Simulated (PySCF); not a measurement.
# H2: from constants to spectrum

RHF-CCSD(T) constants of H2, singlet, closed shell (PySCF, spin-free X2C with a Gaussian nucleus, basis sets H jorge-DZP-DKH; masses 1.0078 and 1.0078 u):

```
ωe              : 4384.5 cm⁻¹
ωexe            : 120.0 cm⁻¹
Be              : 57.705 cm⁻¹
αe              : 2.76 cm⁻¹
D (centrifugal) : 0.0400 cm⁻¹
De to H + H     : 4.47 eV
```

**Question.** Give the vibrational terms G(v) and spacings up to v = 4.

**Answer.** G(v) = ωe(v+½) − ωexe(v+½)².

```
v  G(v) (cm⁻¹)  G(v) − G(v−1)  Bv (cm⁻¹)
0         2162                     56.32
1         6307           4144      53.56
2        10211           3904      50.80
3        13876           3664      48.05
4        17300           3424      45.28
```

**Question.** How well does the Morse estimate ωe²/(4ωexe) reproduce De, and what is D0?

**Answer.** It gives 4.97 eV, 111 % of the computed De. D0 = De − G(0) = 4.47 − 0.27 = 4.20 eV.

Correlated steps freeze no core orbitals. Correlated levels converge slowly with the basis: in double zeta they bind strong bonds too weakly, by up to about 1 eV, and carry superposition errors of some tenths. Where the molecule has an RHF reference, its open-shell atoms are computed with UHF.
